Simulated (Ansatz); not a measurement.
Consider the ligand exchange at the Sn–F bond: `[CH3][SnH]([NH2])[F]` + HCl → `[CH3][SnH]([NH2])[Cl]` + H–F.

Computed with Ansatz on PBE0-D4/def2-TZVP structures; ΔE is electronic, products minus reactants. CBS: MP2 limit from def2 TZ/QZ plus the TZ coupled-cluster correction, frozen cores. This one scheme is used for every species. DFT in def2-TZVPP. def2 core potentials past Kr. For Sn outer-core shells are correlated without core-valence functions, which leaves a few kJ/mol of doubt a bond. One conformer a species, not always the lowest.

`[CH3][SnH]([NH2])[F]`:

Z-matrix (Å, degrees):
```
C
Sn 1 2.121
H 1 1.090 2 108.9
H 1 1.090 2 110.7 3 120.3
H 1 1.089 2 109.4 3 -119.0
N 2 2.000 1 111.9 3 -46.3
F 2 1.931 1 103.5 3 66.3
H 2 1.704 1 120.3 3 -179.3
H 6 1.008 2 118.0 1 -138.2
H 6 1.008 2 117.9 1 -1.9
```

HCl:

```xyz
2

Cl    0.209   -0.475    0.373
H    -0.209    0.475   -0.373
```

`[CH3][SnH]([NH2])[Cl]`:

```xyz
10

C    -1.092   -1.051    0.515
Sn   -0.147    0.583   -0.458
N     1.794    0.682    0.040
Cl   -0.213    0.060   -2.743
H    -2.082   -1.204    0.087
H    -0.493   -1.948    0.357
H    -1.182   -0.855    1.584
H    -0.872    2.122   -0.351
H     2.119    0.016    0.725
H     2.169    1.596    0.245
```

H–F:

```xyz
2

F     0.225    0.318    0.245
H    -0.225   -0.318   -0.245
```

```csv
level,ΔE (kJ/mol)
CAM-B3LYP-D4,-23.7
r2SCAN0,-33.4
HF/def2-SVP,-34.9
HF/CBS(def2),-29.3
```

Question: What does CCSD(T)/CBS give? (An estimate is asked.)

Answer: The calculation gave: -34.7 kJ/mol. The listed levels differ from it by 11.0, 1.3, -0.2, 5.4 kJ/mol.

Largest T1 diagnostic among the species: 0.013.

The D4 term adds −5.7 kJ/mol with B3LYP and −3.2 kJ/mol with PBE0; it sums over pairs of atoms, weighted by their polarisabilities, and B3LYP, whose exchange is more repulsive, gets the larger term. From r2SCAN to r2SCAN0 (25 % exact exchange), in def2-TZVPP and without D4, ΔE moves by −6.6 kJ/mol. At CCSD(T), def2-SVP lies +10.7 kJ/mol from the extrapolated value and def2-TZVPP +2.5 kJ/mol.

B3LYP here is the variant with VWN-RPA as its local correlation; programs differ in this.
